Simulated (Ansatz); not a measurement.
Basis sets compared for Ge22PH32. The state is a doublet with charge 0. Geometry PBE-D4/def2-SVP. Ansatz on 11 threads of AMD EPYC 7R13 on a shared host and a whole NVIDIA H100 80GB HBM3; times are rough, and most runs start from earlier orbitals.

```xyz
55

Ge   -4.169    0.939   -0.516
Ge   -1.395   -0.478   -3.584
Ge    3.218    3.749   -0.985
Ge    2.240    1.047   -3.636
P    -0.216    1.705   -0.685
Ge    0.218   -0.582    1.806
Ge   -1.307   -1.910    0.356
Ge    3.442   -0.089    0.082
Ge   -3.334   -0.391    3.173
Ge   -1.008   -3.676    3.719
Ge    1.638   -2.742   -2.273
Ge   -2.394    2.623   -0.627
Ge    0.834    3.795   -0.417
Ge   -1.245    0.897    3.131
Ge   -0.085    1.506   -3.026
Ge   -3.555   -1.020    0.811
Ge   -0.747   -2.236   -2.008
Ge    3.531    3.099   -3.321
Ge    4.406    2.132    0.408
Ge    3.102   -0.772   -2.240
Ge    0.951   -2.208    3.523
Ge   -1.386   -4.166    1.350
Ge   -2.940   -2.399    4.529
H    -5.414    1.635    0.115
H    -4.555    0.519   -1.964
H    -1.026   -0.931   -5.029
H    -2.926   -0.211   -3.537
H     3.784    5.181   -0.731
H     2.264    0.588   -5.128
H     2.005   -0.120    0.820
H     4.315   -1.169    0.794
H    -4.572    0.406    3.696
H    -0.786   -4.942    4.605
H     1.845   -3.495   -3.623
H     2.083   -3.702   -1.126
H    -2.588    3.537   -1.876
H    -2.456    3.527    0.639
H     0.103    4.872   -1.278
H     0.648    4.168    1.084
H    -1.458    2.303    2.499
H    -0.655    1.097    4.558
H    -0.598    2.807   -3.725
H    -4.633   -2.129    0.602
H    -1.513   -3.536   -2.425
H     3.003    4.206   -4.279
H     5.043    2.875   -3.616
H     5.912    2.131    0.013
H     4.305    2.522    1.912
H     4.488   -1.192   -2.825
H     2.176   -3.052    3.058
H     1.331   -1.509    4.863
H    -0.250   -5.069    0.783
H    -2.751   -4.857    1.061
H    -2.720   -1.977    6.012
H    -4.206   -3.306    4.481
```

The 6-31G sets use Cartesian d functions. B3LYP takes the VWN-RPA correlation. Single mean-field runs in 6-31G, def2-SVP, def2-mTZVP are fitted with def2-universal-jkfit.

Binding counts from free atoms (Ge triplet, P quartet, H doublet) in the same basis, without a counterpoise term.

| level | functions | energy (Eh) | HOMO (eV) | LUMO (eV) | binding per atom (eV) | wall time |
| --- | --- | --- | --- | --- | --- | --- |
| r2SCAN-D4/def2-mTZVP | 910 | -46054.9085 | -4.72 | -3.78 | 2.88 | 12 s |
| B3LYP-D4/6-31G | 715 | -46048.4895 | -4.83 | -3.23 | 2.80 | 14 s |

Problem. Estimate the rows for r2SCAN-D4/def2-SVP, B3LYP-D4/def2-SVP.

Solution. 
| level | functions | energy (Eh) | HOMO (eV) | LUMO (eV) | binding per atom (eV) | wall time |
| --- | --- | --- | --- | --- | --- | --- |
| r2SCAN-D4/def2-SVP | 882 | -46049.2292 | -4.68 | -3.72 | 2.90 | 13 s |
| B3LYP-D4/def2-SVP | 882 | -46050.4519 | -4.98 | -3.38 | 2.85 | 21 s |
